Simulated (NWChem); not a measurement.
System: selenium dioxide (SeO2); SMILES [Se](=O)=O

Here is an NWChem input.

```
start job
memory heap 200 mb stack 900 mb global 1100 mb
geometry units angstroms
  O     -1.227535    -0.738006     0.027878
  Se    -0.019530     0.260470    -0.004623
  O      1.323830    -0.547468    -0.005059
end
basis spherical
  * library 6-31g*
end
dft
  xc xpbe96 cpbe96
  iterations 150
end
driver
  maxiter 150
  tight
end
task dft optimize
```

NWChem printed, in part:

```
             Northwest Computational Chemistry Package (NWChem) 7.3.0
             --------------------------------------------------------

 C2V symmetry detected

                             Geometry "geometry" -> ""
                             -------------------------

 Output coordinates in angstroms (scale by  1.889725989 to convert to a.u.)

  No.       Tag          Charge          X              Y              Z
 ---- ---------------- ---------- -------------- -------------- --------------
    1 O                    8.0000     1.27934094     0.00000000    -0.61599900
    2 Se                  34.0000     0.00000000     0.00000000     0.28988188
    3 O                    8.0000    -1.27934094     0.00000000    -0.61599900

 Effective nuclear repulsion energy (a.u.)     196.8765584085

      Symmetry information
      --------------------

 Group name             C2v
 Group number             16
 Group order               4
 No. of unique centers     2

                                Z-matrix (autoz)
                                --------

 Units are Angstrom for bonds and degrees for angles

      Type          Name      I     J     K     L     M      Value
      ----------- --------  ----- ----- ----- ----- ----- ----------
    1 Stretch                  1     2                       1.56759
    2 Stretch                  2     3                       1.56759
    3 Bend                     1     2     3               109.39660

  pbe96 is a nonlocal functional; adding pw91lda local functional.

                           NWChem Geometry Optimization
                           ----------------------------

 maximum gradient threshold         (gmax) =   0.000015
 rms gradient threshold             (grms) =   0.000010
 maximum cartesian step threshold   (xmax) =   0.000060
 rms cartesian step threshold       (xrms) =   0.000040
 fixed trust radius                (trust) =   0.300000
 source of zmatrix                         =   autoz

          -------------------
          Energy Minimization
          -------------------

 Using diagonal initial Hessian
 Scaling for Hessian diagonals: bonds = 1.00  angles = 0.25  torsions = 0.10

          --------
          Step   0

                                 NWChem DFT Module
                                 -----------------

 Summary of "ao basis" -> "ao basis" (spherical)
 ------------------------------------------------------------------------------
       Tag                 Description            Shells   Functions and Types
 ---------------- ------------------------------  ------  ---------------------
 O                           6-31g*                  6       14   3s2p1d
 Se                          6-31g*                 12       32   5s4p3d

      Symmetry analysis of basis
      --------------------------

[...]

      ----------------------
      Optimization converged
      ----------------------

  Step       Energy      Delta E   Gmax     Grms     Xrms     Xmax
  ---- ---------------- -------- -------- -------- -------- --------
@    5   -2551.12875973  7.5D-08  0.00001  0.00000  0.00001  0.00002
                                     ok       ok       ok       ok

                                Z-matrix (autoz)
                                --------

 Units are Angstrom for bonds and degrees for angles

      Type          Name      I     J     K     L     M      Value     Gradient
      ----------- --------  ----- ----- ----- ----- ----- ---------- ----------
    1 Stretch                  1     2                       1.64365   -0.00001
    2 Stretch                  2     3                       1.64365   -0.00001
    3 Bend                     1     2     3               115.53880   -0.00000

                         Geometry "geometry" -> "geometry"
                         ---------------------------------

 Output coordinates in angstroms (scale by  1.889725989 to convert to a.u.)

  No.       Tag          Charge          X              Y              Z
 ---- ---------------- ---------- -------------- -------------- --------------
    1 O                    8.0000     1.39037805     0.00000000    -0.60624042
    2 Se                  34.0000     0.00000000     0.00000000     0.27036473
    3 O                    8.0000    -1.39037805     0.00000000    -0.60624042

 Effective nuclear repulsion energy (a.u.)     187.3212758229

      Symmetry information
      --------------------

 Group name             C2v
 Group number             16
 Group order               4
 No. of unique centers     2

                Final and change from initial internal coordinates
                --------------------------------------------------

                                Z-matrix (autoz)
                                --------

 Units are Angstrom for bonds and degrees for angles

      Type          Name      I     J     K     L     M      Value       Change
      ----------- --------  ----- ----- ----- ----- ----- ---------- ----------
    1 Stretch                  1     2                       1.64365    0.07606
    2 Stretch                  2     3                       1.64365    0.07606
    3 Bend                     1     2     3               115.53880    6.14220

 ==============================================================================
                                internuclear distances
 ------------------------------------------------------------------------------
       center one      |      center two      | atomic units |  angstroms
 ------------------------------------------------------------------------------
    2 Se               |   1 O                |     3.10605  |     1.64365
    3 O                |   2 Se               |     3.10605  |     1.64365
 ------------------------------------------------------------------------------
                         number of included internuclear distances:          2
 ==============================================================================
```

Level: PBE/6-31G* (spherical d).
